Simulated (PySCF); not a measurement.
Ranking problems on computed properties.

All species are isolated and taken at one optimised geometry, non-relativistic unless stated; the electronic structure was computed with PySCF and density fitting.

Dipoles, sizes and rotational constants follow the conformer. The torsions of the flexible species, by atom-mapped SMILES:
- `[CH3:1][CH2:2][O:3][c:4]1[cH:5][cH:6][cH:7][o:8]1`: C1–C2–O3–C4 73°, C2–O3–C4–C5 -169°
- `[CH2:1]=[CH:2][CH2:3][CH2:4][C:5](=[O:6])[O:7][SiH3:8]`: C1–C2–C3–C4 117°, C2–C3–C4–C5 -61°, C3–C4–C5–O6 -86°, C4–C5–O7–Si8 -173°
- `[CH3:1][O:2][CH2:3][c:4]1[cH:5][cH:6][o:7][cH:8]1`: C1–O2–C3–C4 -65°, O2–C3–C4–C5 -56°
- `[CH3:1]/[CH:2]=[CH:3]\[CH:4]=[CH:5]\[C:6](=[O:7])[OH:8]`: C2–C3–C4–C5 180°, C4–C5–C6–O7 180°, H–O8–C6–C5 180°
- `[CH2:1]=[CH:2][CH2:3][O:4][C:5](=[O:6])[CH:7]=[CH2:8]`: C1–C2–C3–O4 134°, C2–C3–O4–C5 177°, C3–O4–C5–O6 0°, O4–C5–C7–C8 -178°

Problem. Rank by lowest triplet excitation (Tamm–Dancoff), lowest first (TDA CAM-B3LYP/def2-SVPD at GFN2-xTB geometries).
A. `C=S` (CH2S)
B. `COCc1ccoc1` (C6H8O2)
C. `FCC#CC#CC(Cl)Cl` (C6H3Cl2F)
D. `C=CCCC(=O)O[SiH3]` (C5H10O2Si)
E. `CCOc1ccco1` (C6H8O2)

Solution. A (1.67 eV), C (3.64 eV), E (3.87 eV), B (4.08 eV), D (4.49 eV).

Problem. By how much do the two ends of that ranking differ?

Solution. By 2.82 eV, between `C=CCCC(=O)O[SiH3]` and `C=S` (methanethial).

Problem. Rank by electronic spatial extent ⟨r²⟩ about the centre of nuclear charge, highest first (CAM-B3LYP/def2-SVPD at GFN2-xTB geometries).
A. `FCC#CC#CC(Cl)Cl` (C6H3Cl2F)
B. `CCOc1ccco1` (C6H8O2)
C. `C=S` (CH2S)
D. `COCc1ccoc1` (C6H8O2)

Solution. A (3268 bohr²), D (1010 bohr²), B (980 bohr²), C (109 bohr²).

Problem. Give the two extremes of that set in Å².

Solution. `C=S` (methanethial): 31 Å²; `FCC#CC#CC(Cl)Cl`: 915 Å².

Problem. Rank by smallest rotational constant, lowest first (GFN2-xTB).
A. `C(=C/C)/C=C/C(O)=O`
B. `C=CCOC(=O)C=C`
C. `c1(cocc1)COC`
D. `C(#CCF)C#CC(Cl)Cl`

Solution. D (0.295 GHz), A (0.743 GHz), B (0.816 GHz), C (1.252 GHz).

Problem. By how much do the two ends of that ranking differ?

Solution. By 0.957 GHz, between `COCc1ccoc1` and `FCC#CC#CC(Cl)Cl`.

Problem. Rank by HOMO–LUMO gap, lowest first (CAM-B3LYP/def2-SVPD at GFN2-xTB geometries).
A. `C=CCCC(=O)O[SiH3]` (C5H10O2Si)
B. `FCC#CC#CC(Cl)Cl` (C6H3Cl2F)
C. `C=S` (CH2S)
D. `CCOc1ccco1` (C6H8O2)
E. `COCc1ccoc1` (C6H8O2)

Solution. C (6.67 eV), B (8.16 eV), D (8.46 eV), E (9.24 eV), A (9.97 eV).

Problem. Rank by static isotropic polarisability, lowest first (CAM-B3LYP/def2-SVPD at GFN2-xTB geometries).
A. `COCc1ccoc1` (C6H8O2)
B. `FCC#CC#CC(Cl)Cl` (C6H3Cl2F)
C. `C(=C)CCC(=O)O[SiH3]` (C5H10O2Si)
D. `C=S` (CH2S)

Solution. D (33.6 au), A (74.8 au), C (89.1 au), B (113.4 au).

Problem. By how much do the two ends of that ranking differ?

Solution. By 79.8 au, between `FCC#CC#CC(Cl)Cl` and `C=S` (methanethial).

Problem. Rank by lowest singlet excitation, highest first (TDDFT CAM-B3LYP/def2-SVPD at GFN2-xTB geometries).
A. `C=CCCC(=O)O[SiH3]` (C5H10O2Si)
B. `FCC#CC#CC(Cl)Cl` (C6H3Cl2F)
C. `C=S` (CH2S)
D. `COCc1ccoc1` (C6H8O2)

Solution. D (6.27 eV), A (5.83 eV), B (4.28 eV), C (2.21 eV).

Problem. By how much do the two ends of that ranking differ?

Solution. By 4.06 eV, between `COCc1ccoc1` and `C=S` (methanethial).
